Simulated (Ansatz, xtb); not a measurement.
Two isomers of ClH2NOSi

We compare I, `[H]/N=[Si](\O)Cl`, a singlet, with II, `N[Si](=O)Cl`, a singlet. Both are isolated molecules in the gas phase, relaxed with B3LYP-D3(BJ)/def2-SVP; the shapes shown needn't be the lowest conformers.

I (Å):

```yaml
atoms:
  - { symbol: Cl, position_ang: [-1.6366, 0.6035, -1.2572] }
  - { symbol: N, position_ang: [-0.5338, 0.9834, 1.6548] }
  - { symbol: O, position_ang: [-3.2790, 1.8504, 0.8128] }
  - { symbol: Si, position_ang: [-1.7683, 1.2048, 0.6798] }
  - { symbol: H, position_ang: [-0.5302, 1.2587, 2.6342] }
  - { symbol: H, position_ang: [-3.5152, 2.1924, 1.6861] }
```

II (Å):

```yaml
atoms:
  - { symbol: Cl, position_ang: [-0.8461, -0.4964, 0.1735] }
  - { symbol: N, position_ang: [-2.1983, 1.5813, 1.8578] }
  - { symbol: O, position_ang: [-1.9287, 2.2986, -0.9262] }
  - { symbol: Si, position_ang: [-1.7377, 1.3491, 0.2554] }
  - { symbol: H, position_ang: [-2.0387, 0.9035, 2.5949] }
  - { symbol: H, position_ang: [-2.6662, 2.4298, 2.1601] }
```

Quicker runs give these differences E(II) − E(I): GFN2-xTB −23.5 kcal/mol; HF/STO-3G −24.2 kcal/mol (at GFN2-xTB geometries); r2SCAN-D4/def2-SVP −19.1 kcal/mol (at GFN2-xTB geometries).

Q: Estimate E(II) − E(I) at the level CCSD(T)/def2-TZVP.

A: Calculated at CCSD(T)/def2-TZVP: E(II) − E(I) = −18.8 kcal/mol, so structure II lies lower.

The same difference at several levels:

| level | geometry | E(II) − E(I) (kcal/mol) | departure from the last row (kcal/mol) | job, with rough time for the two |
| --- | --- | --- | --- | --- |
| GFN2-xTB | GFN2-xTB | −23.5 | −4.7 | optimisation, 0.85 s |
| HF/STO-3G | GFN2-xTB | −24.2 | −5.5 | single point, 1.5 s |
| r2SCAN-D4/def2-SVP | GFN2-xTB | −19.1 | −0.3 | single point, 8.4 s |
| B3LYP-D3(BJ)/def2-SVP | B3LYP-D3(BJ)/def2-SVP | −18.7 | 0.0 | optimisation, 66 s |
| HF/def2-TZVP | B3LYP-D3(BJ)/def2-SVP | −19.5 | −0.7 | part of the CCSD(T) run |
| MP2/def2-TZVP | B3LYP-D3(BJ)/def2-SVP | −19.7 | −1.0 | part of the CCSD(T) run |
| CCSD(T)/def2-TZVP | B3LYP-D3(BJ)/def2-SVP | −18.8 |  | single point, 2 min |

As drawn, II has 1 N–Si, 1 O=Si, 1 N–H in place of 1 N=Si, 1 O–Si, 1 O–H.

None of the levels shown reverses the order. The largest departure from CCSD(T)/def2-TZVP is that of HF/STO-3G, 5.5 kcal/mol.

With harmonic frequencies from B3LYP-D3(BJ)/def2-SVP (ideal gas, rigid rotor, one conformer each, 298.15 K, 1 atm): on the last row, ΔE + ΔZPE = −17.7, ΔH = −17.8, ΔG = −17.6 kcal/mol.

The correlated steps freeze 12 core orbitals. Codes used: Ansatz 0.2.0, xtb 6.7.1; the last row on 1 thread of Intel(R) Xeon(R) Processor @ 2.50GHz (Skylake/Cascade Lake) on a shared host.
